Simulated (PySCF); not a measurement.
# Correlation energy of Ba (barium, neutral)

[Xe] 6s1 6p1, high-spin 3P determinant (an excited configuration). Computed with PySCF 2.14 in aug-cc-pVTZ-X2C (9s8p6d3f, 84 functions), with scalar relativity by spin-free X2C-1e. Frozen: [Xe]; 2 electrons correlated.

With two correlated electrons CCSD is exact within the correlated space (frozen core and kept virtual orbitals).

```csv
level,correlation energy (mhartree)
CCSD,-3.60
```

Diagnostics: T1 = 0.021, D1 = 0.0405, largest double amplitude 0.089.

Spin-orbit coupling, absent here, splits the open shell strongly.

Cost of the coupled-cluster step: of the order of 5 core-seconds, for 2 correlated electrons.
